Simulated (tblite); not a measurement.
Method: GFN2-xTB as coded in tblite; computed harmonic values from a numerical Hessian at the method's own geometry, unscaled. Errors from tens to a few hundred cm⁻¹ against measured bands are possible. Modes of hydrogen on silicon can be 10 to 20 % off. One conformer each. Open shells enter through the occupations alone, without spin polarisation, and single modes of such species can be off by tens of per cent. Thermal functions are those of the rigid rotor and harmonic oscillator, without mixing of conformers.

Question: Order these by their zero-point energy, highest first (kJ/mol).
A. `CCc1cccc2cnnn12`
B. `FC(F)(F)[C@@H]1[SiH2]O[Si@@H]1O[SiH3]`
C. `C[S@@](=O)[C@@]12CCC[C@@H]1C2`
D. `CC1CC(=COC(C)C)C1`
E. `[H]/[C]=C\C(COCF)=C` [radical]

Answer: D (599.5), C (461.4), A (416.1), E (316.8), B (232.4).

```csv
SMILES,atoms,mass (u),symmetry number,modes under 300 cm⁻¹,ZPE (kJ/mol),S translation (J/(mol K)),S rotation,S vibration,S spin,S,Cp
CC1CC(=COC(C)C)C1,26,140.12,1,10,599.5,170.5,126.3,160.8,0.0,457.6,190.1
C[S@@](=O)[C@@]12CCC[C@@H]1C2,21,144.06,1,7,461.4,170.8,122.1,108.2,0.0,401.2,159.8
CCc1cccc2cnnn12,20,147.08,1,6,416.1,171.1,124.2,96.2,0.0,391.4,155.2
[H]/[C]=C\C(=C)COCF,16,115.06,1,6,316.8,168.0,120.7,110.6,5.8,405.1,142.4
FC(F)(F)[C@@H]1[SiH2]O[Si@@H]1O[SiH3],17,203.97,1,10,232.4,175.2,129.4,186.2,0.0,490.8,210.2
```

Entropies and Cp are for 298.15 K and 1 bar.
